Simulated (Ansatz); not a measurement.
`[OH][Sn][Br]` + H₂O → `[OH][Sn][OH]` + HBr at 298.15 K and 1 bar (formal hydrolysis of the Sn–Br bond).

Calculated with Ansatz (gas phase, PBE0-D4/def2-TZVP geometries, no zero-point term in ΔE). CCSD(T)/CBS is the MP2 limit (def2-TZVPP, def2-QZVPP) plus CCSD(T) − MP2 in def2-TZVPP, frozen cores. This one scheme is used for every species. Elements past krypton have def2 core potentials. For Br, Sn outer-core shells are correlated without core-valence functions, which leaves a few kJ/mol of doubt a bond. Scalar relativity is left out up to krypton. One conformer a species, not always the lowest.

```tsv
species	CCSD(T)/CBS energy (Eh)	H − E (kJ/mol)	S (J/(mol·K))
`[OH][Sn][Br]`	-2863.20849	50.2	316.3
H₂O	-76.37941	66.4	188.7
`[OH][Sn][OH]`	-365.64035	82.9	297.1
HBr	-2573.91920	24.6	198.6
```

H − E and S are ideal-gas, rigid-rotor, harmonic terms from PBE0-D4/def2-TZVP, for one conformer and one mirror image of each species. 1 Eh = 2625.50 kJ/mol, R = 8.31446 J/(mol·K).

**Question.** By hand: ΔE, ΔH, ΔS and ΔG.

**Answer.** ΔE = (-365.64035) + (-2573.91920) − (-2863.20849) − (-76.37941) = 0.02835 Eh = 74.4 kJ/mol. Δ(H − E) = 82.9 + 24.6 − 50.2 − 66.4 = -9.1, so ΔH = 65.3 kJ/mol. ΔS = 297.1 + 198.6 − 316.3 − 188.7 = -9.3 J/(mol·K). ΔG = 65.3 − 298.15 × (-9.3)/1000 = 68.1 kJ/mol.

**Question.** By hand: the equilibrium constant, and the temperature at which ΔG would vanish if ΔH and ΔS stayed fixed.

**Answer.** log₁₀ K = −ΔG/(RT ln 10) = -11.9. ΔH and −TΔS have one sign here, so there is no such temperature.

The number of gas molecules stays the same, so ΔS is small and ΔH decides. A doubt of 5 kJ/mol in ΔE shifts log₁₀ K by 0.9 here. Other conformers and mirror images would add mixing entropy, several J/(mol·K) or more a flexible species. These are equilibria of isolated gas molecules and say nothing of rates. Largest T1 diagnostic: 0.018 (customary marks: 0.02 for closed shells, 0.045 for open ones).

ΔS is within the doubt of such terms, so its sign, and with it that verdict, could turn.
